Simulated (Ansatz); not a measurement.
Molecular dynamics of ClF₂H₃W

Input:

```yaml
crystal:
  periodic: [false, false, false]
  atoms:
    - { symbol: W, position_ang: [0.0, 0.0, 0.33307] }
    - { symbol: Cl, position_ang: [0.0, 0.0, 2.668317] }
    - { symbol: H, position_ang: [1.336371, 0.0, -0.674068] }
    - { symbol: F, position_ang: [0.0, 1.826269, 0.201029] }
    - { symbol: H, position_ang: [-1.336371, 0.0, -0.674068] }
    - { symbol: F, position_ang: [0.0, -1.826269, 0.201029] }
    - { symbol: H, position_ang: [0.0, 0.0, -1.38531] }
basis:
  gaussian: { orbitals: def2-SVP }
hamiltonian:
  xc: pbe0
md:
  timestep: 1.0
  n_steps: 100
  ensemble: nve
  temperature: 200.0
  initial_velocities: maxwell_boltzmann
  seed: 196181
```

Run as:

```bash
$ ansatz run input.yaml --threads 1 --pin off --max-ram 2048MiB --backend cpu --events-out ev --progress --plain --runs-dir out
```

It starts from a relaxed structure.

Output, in part (one step line in 2, the closing report, with atoms numbered from 0):

```
md step     0: t =     0.00 fs  T =   200.0 K  F+E_penalty+E_count = -19815.39074870 eV  E_kin = 0.129260 eV  conserved = -19815.26148870 eV  (30 SCF iters)
md step     2: t =     2.00 fs  T =   137.4 K  F+E_penalty+E_count = -19815.34852387 eV  E_kin = 0.088795 eV  conserved = -19815.25972867 eV  (36 SCF iters)
md step     4: t =     4.00 fs  T =    68.4 K  F+E_penalty+E_count = -19815.30262475 eV  E_kin = 0.044217 eV  conserved = -19815.25840810 eV  (36 SCF iters)
md step     6: t =     6.00 fs  T =   105.1 K  F+E_penalty+E_count = -19815.32740883 eV  E_kin = 0.067926 eV  conserved = -19815.25948321 eV  (35 SCF iters)
md step     8: t =     8.00 fs  T =   156.7 K  F+E_penalty+E_count = -19815.36258409 eV  E_kin = 0.101267 eV  conserved = -19815.26131709 eV  (35 SCF iters)
md step    10: t =    10.00 fs  T =    91.0 K  F+E_penalty+E_count = -19815.31866593 eV  E_kin = 0.058823 eV  conserved = -19815.25984254 eV  (34 SCF iters)
md step    12: t =    12.00 fs  T =    35.5 K  F+E_penalty+E_count = -19815.28089340 eV  E_kin = 0.022957 eV  conserved = -19815.25793602 eV  (36 SCF iters)
md step    14: t =    14.00 fs  T =   121.2 K  F+E_penalty+E_count = -19815.33894196 eV  E_kin = 0.078324 eV  conserved = -19815.26061789 eV  (36 SCF iters)
md step    16: t =    16.00 fs  T =   158.5 K  F+E_penalty+E_count = -19815.36350858 eV  E_kin = 0.102461 eV  conserved = -19815.26104779 eV  (36 SCF iters)
md step    18: t =    18.00 fs  T =    92.1 K  F+E_penalty+E_count = -19815.31860710 eV  E_kin = 0.059539 eV  conserved = -19815.25906839 eV  (36 SCF iters)
md step    20: t =    20.00 fs  T =    73.9 K  F+E_penalty+E_count = -19815.30632802 eV  E_kin = 0.047739 eV  conserved = -19815.25858853 eV  (37 SCF iters)
md step    22: t =    22.00 fs  T =   145.0 K  F+E_penalty+E_count = -19815.35402192 eV  E_kin = 0.093737 eV  conserved = -19815.26028485 eV  (36 SCF iters)
md step    24: t =    24.00 fs  T =   166.4 K  F+E_penalty+E_count = -19815.36889699 eV  E_kin = 0.107549 eV  conserved = -19815.26134804 eV  (36 SCF iters)
md step    26: t =    26.00 fs  T =    74.6 K  F+E_penalty+E_count = -19815.30710300 eV  E_kin = 0.048222 eV  conserved = -19815.25888060 eV  (35 SCF iters)
md step    28: t =    28.00 fs  T =    56.7 K  F+E_penalty+E_count = -19815.29530612 eV  E_kin = 0.036634 eV  conserved = -19815.25867164 eV  (34 SCF iters)
md step    30: t =    30.00 fs  T =   128.2 K  F+E_penalty+E_count = -19815.34403208 eV  E_kin = 0.082874 eV  conserved = -19815.26115853 eV  (35 SCF iters)
md step    32: t =    32.00 fs  T =   104.4 K  F+E_penalty+E_count = -19815.32775985 eV  E_kin = 0.067478 eV  conserved = -19815.26028183 eV  (35 SCF iters)
md step    34: t =    34.00 fs  T =    33.0 K  F+E_penalty+E_count = -19815.27993133 eV  E_kin = 0.021339 eV  conserved = -19815.25859281 eV  (31 SCF iters)
md step    36: t =    36.00 fs  T =    51.9 K  F+E_penalty+E_count = -19815.29244607 eV  E_kin = 0.033520 eV  conserved = -19815.25892637 eV  (37 SCF iters)
md step    38: t =    38.00 fs  T =   132.5 K  F+E_penalty+E_count = -19815.34640844 eV  E_kin = 0.085615 eV  conserved = -19815.26079343 eV  (36 SCF iters)
md step    40: t =    40.00 fs  T =   127.6 K  F+E_penalty+E_count = -19815.34323282 eV  E_kin = 0.082446 eV  conserved = -19815.26078651 eV  (36 SCF iters)
md step    42: t =    42.00 fs  T =    57.0 K  F+E_penalty+E_count = -19815.29522062 eV  E_kin = 0.036866 eV  conserved = -19815.25835507 eV  (35 SCF iters)
md step    44: t =    44.00 fs  T =    94.6 K  F+E_penalty+E_count = -19815.32084971 eV  E_kin = 0.061149 eV  conserved = -19815.25970074 eV  (34 SCF iters)
md step    46: t =    46.00 fs  T =   148.4 K  F+E_penalty+E_count = -19815.35717785 eV  E_kin = 0.095919 eV  conserved = -19815.26125909 eV  (35 SCF iters)
md step    48: t =    48.00 fs  T =    91.0 K  F+E_penalty+E_count = -19815.31849104 eV  E_kin = 0.058835 eV  conserved = -19815.25965563 eV  (35 SCF iters)
md step    50: t =    50.00 fs  T =    35.2 K  F+E_penalty+E_count = -19815.28128403 eV  E_kin = 0.022750 eV  conserved = -19815.25853391 eV  (37 SCF iters)
md step    52: t =    52.00 fs  T =    76.0 K  F+E_penalty+E_count = -19815.30862398 eV  E_kin = 0.049094 eV  conserved = -19815.25953005 eV  (31 SCF iters)
md step    54: t =    54.00 fs  T =   129.7 K  F+E_penalty+E_count = -19815.34489336 eV  E_kin = 0.083818 eV  conserved = -19815.26107567 eV  (36 SCF iters)
md step    56: t =    56.00 fs  T =    84.1 K  F+E_penalty+E_count = -19815.31418791 eV  E_kin = 0.054342 eV  conserved = -19815.25984597 eV  (35 SCF iters)
md step    58: t =    58.00 fs  T =    44.4 K  F+E_penalty+E_count = -19815.28703377 eV  E_kin = 0.028694 eV  conserved = -19815.25833936 eV  (35 SCF iters)
md step    60: t =    60.00 fs  T =   114.8 K  F+E_penalty+E_count = -19815.33475122 eV  E_kin = 0.074197 eV  conserved = -19815.26055406 eV  (34 SCF iters)
md step    62: t =    62.00 fs  T =   137.6 K  F+E_penalty+E_count = -19815.34982145 eV  E_kin = 0.088929 eV  conserved = -19815.26089218 eV  (34 SCF iters)
md step    64: t =    64.00 fs  T =    71.6 K  F+E_penalty+E_count = -19815.30534801 eV  E_kin = 0.046295 eV  conserved = -19815.25905281 eV  (34 SCF iters)
md step    66: t =    66.00 fs  T =    56.3 K  F+E_penalty+E_count = -19815.29514929 eV  E_kin = 0.036398 eV  conserved = -19815.25875161 eV  (37 SCF iters)
md step    68: t =    68.00 fs  T =   118.9 K  F+E_penalty+E_count = -19815.33711749 eV  E_kin = 0.076839 eV  conserved = -19815.26027828 eV  (36 SCF iters)
md step    70: t =    70.00 fs  T =   135.7 K  F+E_penalty+E_count = -19815.34866272 eV  E_kin = 0.087731 eV  conserved = -19815.26093168 eV  (30 SCF iters)
md step    72: t =    72.00 fs  T =    69.4 K  F+E_penalty+E_count = -19815.30381781 eV  E_kin = 0.044880 eV  conserved = -19815.25893793 eV  (36 SCF iters)
md step    74: t =    74.00 fs  T =    71.6 K  F+E_penalty+E_count = -19815.30519217 eV  E_kin = 0.046254 eV  conserved = -19815.25893829 eV  (35 SCF iters)
md step    76: t =    76.00 fs  T =   141.7 K  F+E_penalty+E_count = -19815.35254757 eV  E_kin = 0.091562 eV  conserved = -19815.26098511 eV  (35 SCF iters)
md step    78: t =    78.00 fs  T =   125.7 K  F+E_penalty+E_count = -19815.34150783 eV  E_kin = 0.081261 eV  conserved = -19815.26024700 eV  (34 SCF iters)
md step    80: t =    80.00 fs  T =    68.4 K  F+E_penalty+E_count = -19815.30287737 eV  E_kin = 0.044222 eV  conserved = -19815.25865560 eV  (36 SCF iters)
md step    82: t =    82.00 fs  T =    94.9 K  F+E_penalty+E_count = -19815.32054639 eV  E_kin = 0.061327 eV  conserved = -19815.25921923 eV  (36 SCF iters)
md step    84: t =    84.00 fs  T =   160.3 K  F+E_penalty+E_count = -19815.36450012 eV  E_kin = 0.103624 eV  conserved = -19815.26087565 eV  (35 SCF iters)
md step    86: t =    86.00 fs  T =   137.0 K  F+E_penalty+E_count = -19815.34892454 eV  E_kin = 0.088553 eV  conserved = -19815.26037142 eV  (36 SCF iters)
md step    88: t =    88.00 fs  T =    74.8 K  F+E_penalty+E_count = -19815.30687177 eV  E_kin = 0.048355 eV  conserved = -19815.25851691 eV  (32 SCF iters)
md step    90: t =    90.00 fs  T =   110.5 K  F+E_penalty+E_count = -19815.33113816 eV  E_kin = 0.071410 eV  conserved = -19815.25972832 eV  (36 SCF iters)
md step    92: t =    92.00 fs  T =   156.6 K  F+E_penalty+E_count = -19815.36225093 eV  E_kin = 0.101233 eV  conserved = -19815.26101840 eV  (37 SCF iters)
md step    94: t =    94.00 fs  T =   107.9 K  F+E_penalty+E_count = -19815.32939275 eV  E_kin = 0.069724 eV  conserved = -19815.25966908 eV  (36 SCF iters)
md step    96: t =    96.00 fs  T =    64.2 K  F+E_penalty+E_count = -19815.30000418 eV  E_kin = 0.041517 eV  conserved = -19815.25848760 eV  (34 SCF iters)
md step    98: t =    98.00 fs  T =   119.2 K  F+E_penalty+E_count = -19815.33673892 eV  E_kin = 0.077026 eV  conserved = -19815.25971298 eV  (36 SCF iters)
md step   100: t =   100.00 fs  T =   174.3 K  F+E_penalty+E_count = -19815.37377887 eV  E_kin = 0.112621 eV  conserved = -19815.26115770 eV  (31 SCF iters)
Total energy: -19815.37382835 eV, -728.2015568492 hartree
Atom 0 at     0.012052    -0.006760     0.335303 Å, force    -0.678952     0.459692    -0.063371 eV/Å
Atom 1 at     0.009025     0.028536     2.677204 Å, force     0.072805    -0.062176    -0.182251 eV/Å
Atom 2 at     1.476705    -0.016131    -0.426159 Å, force     0.240198     0.057206    -0.164990 eV/Å
Atom 3 at    -0.077072     1.836254     0.214463 Å, force    -0.016818    -0.565986    -0.000934 eV/Å
Atom 4 at    -1.151897    -0.024749    -0.919254 Å, force     0.297151     0.162845     0.223777 eV/Å
Atom 5 at    -0.078256    -1.824512     0.149605 Å, force     0.015633     0.009319     0.118202 eV/Å
Atom 6 at     0.087215     0.048877    -1.391777 Å, force     0.069984    -0.060901     0.069567 eV/Å
Dipole moment:    -0.046517    -0.043647    -0.270373 e Å
```

All steps were run. The conserved energy stayed within 0.51 meV per atom of its start (net change 0.047 meV per atom), so the integration is sound. Over the second half the temperature averaged 0.52 of the 200 K drawn at the start: a run that starts near a minimum puts about half its kinetic energy into the potential. A run of 0.1 ps of so small a system gives no equilibrium averages.

The same pairs are bonded in the first frame and the last. Pairs count as bonded within 1.25 times the sum of covalent radii (0.12 Å more for H–H).

Last frame:

```xyz
7
Properties=species:S:1:pos:R:3
W 0.012 -0.007 0.335
Cl 0.009 0.029 2.677
H 1.477 -0.016 -0.426
F -0.077 1.836 0.214
H -1.152 -0.025 -0.919
F -0.078 -1.825 0.150
H 0.087 0.049 -1.392
```

Run time: 9.3 min on 1 thread of Arm Neoverse V1, on a shared host, peak memory 0.19 GiB.
